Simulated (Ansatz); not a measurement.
B₂Cl₂H₄ (`[BH2-]1[Cl+][BH2-][Cl+]1`), one more setting.

```yaml
crystal:
  periodic: [false, false, false]
  atoms:
    - {symbol: B, position_ang: [-0.353956, 1.175034, -0.417015]}
    - {symbol: Cl, position_ang: [-1.308563, -0.204040, 0.594831]}
    - {symbol: B, position_ang: [0.367048, -1.098003, 0.447338]}
    - {symbol: Cl, position_ang: [0.966729, -0.080203, -1.114628]}
    - {symbol: H, position_ang: [-1.008937, 1.548786, -1.363912]}
    - {symbol: H, position_ang: [0.209882, 1.937757, 0.251340]}
    - {symbol: H, position_ang: [1.026725, -0.839128, 1.428715]}
    - {symbol: H, position_ang: [0.147454, -2.324421, 0.121897]}
basis:
  gaussian: {orbitals: pcseg-2}
magnetization: {spin_polarized: true, initial_magnetization: 2}
hamiltonian: {xc: {name: HF}}
correlation: {active_space: {window: {electrons: 2, orbitals: 1}}}
output: {forces: true}
```

```sh
$ ansatz run in.yaml --threads 2 --pin off --events-out ev --progress --plain --max-ram 22528MiB --backend cpu
```

It prints (some lines left out):

```
Error: invalid value for `correlation.active_space`: it starts from restricted Hartree–Fock orbitals; set hamiltonian.xc: hf without magnetization.spin_polarized
```
